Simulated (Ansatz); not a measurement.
Geometry optimisation of BTBT, `c1ccc2c(c1)sc1c3ccccc3sc21`.

```yaml
crystal:
  periodic: [false, false, false]
  atoms:
    - {symbol: C, position_ang: [-4.251710, 1.052840, 0.647550]}
    - {symbol: C, position_ang: [-4.169160, 0.250150, -0.489290]}
    - {symbol: C, position_ang: [-2.955060, -0.228860, -0.930200]}
    - {symbol: C, position_ang: [-1.797930, 0.096670, -0.223700]}
    - {symbol: C, position_ang: [-1.895570, 0.909090, 0.925770]}
    - {symbol: C, position_ang: [-3.119230, 1.387890, 1.363040]}
    - {symbol: S, position_ang: [-0.343720, 1.211650, 1.680200]}
    - {symbol: C, position_ang: [0.442750, 0.255400, 0.461570]}
    - {symbol: C, position_ang: [1.797900, -0.099050, 0.225680]}
    - {symbol: C, position_ang: [2.955110, 0.228140, 0.931380]}
    - {symbol: C, position_ang: [4.169050, -0.250430, 0.489550]}
    - {symbol: C, position_ang: [4.251680, -1.052240, -0.648160]}
    - {symbol: C, position_ang: [3.119240, -1.387140, -1.364000]}
    - {symbol: C, position_ang: [1.895630, -0.909470, -0.925380]}
    - {symbol: S, position_ang: [0.343670, -1.212160, -1.679950]}
    - {symbol: C, position_ang: [-0.442870, -0.257690, -0.460040]}
    - {symbol: H, position_ang: [-5.213990, 1.417510, 0.974060]}
    - {symbol: H, position_ang: [-5.071210, 0.002690, -1.029030]}
    - {symbol: H, position_ang: [-2.883060, -0.849940, -1.810240]}
    - {symbol: H, position_ang: [-3.174780, 2.009660, 2.242890]}
    - {symbol: H, position_ang: [2.882920, 0.851390, 1.810000]}
    - {symbol: H, position_ang: [5.071200, -0.003480, 1.029270]}
    - {symbol: H, position_ang: [5.214100, -1.416740, -0.974750]}
    - {symbol: H, position_ang: [3.175060, -2.005900, -2.246230]}
basis:
  gaussian: {orbitals: def2-SVP}
hamiltonian: {xc: pbe, dispersion: d4}
scf: {lower_state_search: "off"}
output: {orbitals: {seedname: orbitals}}
relax: {f_tol: 0.03, max_steps: 70}
```

```sh
$ ansatz run in.yaml --threads 4 --pin off --events-out ev --progress --plain --max-ram 6963MiB
```

It prints (some lines left out):

```
Functional definition: PBE
mean field -36274.67598687 eV, -1333.0697546591 hartree, gradient 8.6e-6 eV, S^2 0.000000; 0 other end points of the search recorded, 0 dependent functions left out
relax step   1: F+E_penalty+E_count = -36275.79877714 eV  Δ(F+E_penalty+E_count) = +0.000e0 eV  max|allowed force component| = 6.629e-1 eV/Å  Δτ_max = 0.0000 Å  (24 SCF iters, accepted)
mean field -36274.87078100 eV, -1333.0769132111 hartree, gradient 2.0e-6 eV, S^2 0.000000; 0 other end points of the search recorded, 0 dependent functions left out
relax step   2: F+E_penalty+E_count = -36275.98224013 eV  Δ(F+E_penalty+E_count) = -1.835e-1 eV  max|allowed force component| = 1.895e-1 eV/Å  Δτ_max = 0.0561 Å  (23 SCF iters, accepted)
mean field -36274.89198853 eV, -1333.0776925735 hartree, gradient 2.0e-6 eV, S^2 0.000000; 0 other end points of the search recorded, 0 dependent functions left out
relax step   3: F+E_penalty+E_count = -36275.99876308 eV  Δ(F+E_penalty+E_count) = -1.652e-2 eV  max|allowed force component| = 4.706e-2 eV/Å  Δτ_max = 0.0200 Å  (23 SCF iters, accepted)
mean field -36274.89266264 eV, -1333.0777173467 hartree, gradient 2.0e-6 eV, S^2 0.000000; 0 other end points of the search recorded, 0 dependent functions left out
relax step   4: F+E_penalty+E_count = -36275.99895574 eV  Δ(F+E_penalty+E_count) = -1.927e-4 eV  max|allowed force component| = 2.970e-2 eV/Å  Δτ_max = 0.0027 Å  (24 SCF iters, accepted)
Total energy: -36275.99900164 eV, -1333.1183745550 hartree
Atom 0 at    -4.306971     1.066305     0.657358 Å, force     0.000968     0.003085     0.004026 eV/Å
Atom 1 at    -4.225271     0.254162    -0.495957 Å, force     0.004225    -0.003624    -0.003051 eV/Å
Atom 2 at    -2.993888    -0.230598    -0.942530 Å, force    -0.003682     0.000432    -0.000085 eV/Å
Atom 3 at    -1.817752     0.096187    -0.231695 Å, force    -0.002906    -0.002772    -0.004939 eV/Å
Atom 4 at    -1.917495     0.920435     0.934975 Å, force     0.013295     0.003247     0.008250 eV/Å
Atom 5 at    -3.157089     1.405491     1.380652 Å, force    -0.000684    -0.000309    -0.001243 eV/Å
Atom 6 at    -0.352351     1.223079     1.690386 Å, force     0.000667    -0.005258    -0.007831 eV/Å
Atom 7 at     0.448018     0.259837     0.466322 Å, force    -0.029658     0.014013     0.014344 eV/Å
Atom 8 at     1.817685    -0.096640     0.231994 Å, force     0.002906     0.002783     0.004843 eV/Å
Atom 9 at     2.993848     0.230428     0.942640 Å, force     0.004217    -0.000124    -0.000267 eV/Å
Atom 10 at     4.225331    -0.253758     0.495683 Å, force    -0.004696     0.003251     0.004062 eV/Å
Atom 11 at     4.307034    -1.065945    -0.657590 Å, force    -0.001142    -0.003220    -0.004673 eV/Å
Atom 12 at     3.157110    -1.405417    -1.380702 Å, force     0.001010     0.000430     0.001397 eV/Å
Atom 13 at     1.917462    -0.920724    -0.934790 Å, force    -0.013185    -0.003334    -0.008108 eV/Å
Atom 14 at     0.352297    -1.223630    -1.690022 Å, force    -0.001010     0.005536     0.007573 eV/Å
Atom 15 at    -0.448111    -0.260489    -0.465892 Å, force     0.029697    -0.014236    -0.014290 eV/Å
Atom 16 at    -5.285572     1.439262     0.994967 Å, force    -0.000882    -0.002045    -0.003735 eV/Å
Atom 17 at    -5.142360     0.000724    -1.048450 Å, force    -0.000578     0.002198     0.003499 eV/Å
Atom 18 at    -2.930247    -0.863405    -1.840676 Å, force    -0.002020     0.000742    -0.000131 eV/Å
Atom 19 at    -3.222285     2.038001     2.278179 Å, force    -0.003356     0.001515     0.002172 eV/Å
Atom 20 at     2.930168     0.863028     1.840930 Å, force     0.002098    -0.000330    -0.000167 eV/Å
Atom 21 at     5.142457     0.000184     1.047890 Å, force     0.000538    -0.002851    -0.003338 eV/Å
Atom 22 at     5.285632    -1.438813    -0.995318 Å, force     0.000995     0.002803     0.003557 eV/Å
Atom 23 at     3.222371    -2.037724    -2.278367 Å, force     0.003184    -0.001931    -0.001863 eV/Å
Dipole moment:     0.000002     0.000080    -0.000051 e Å
Checks for a lower state left out: stability, starts, cluster_reference, orbital_swaps, neighbouring_geometries, increment
```

It took 22 s on 4 threads of Arm Neoverse V1 on a shared host, peak host memory 0.56 GiB.
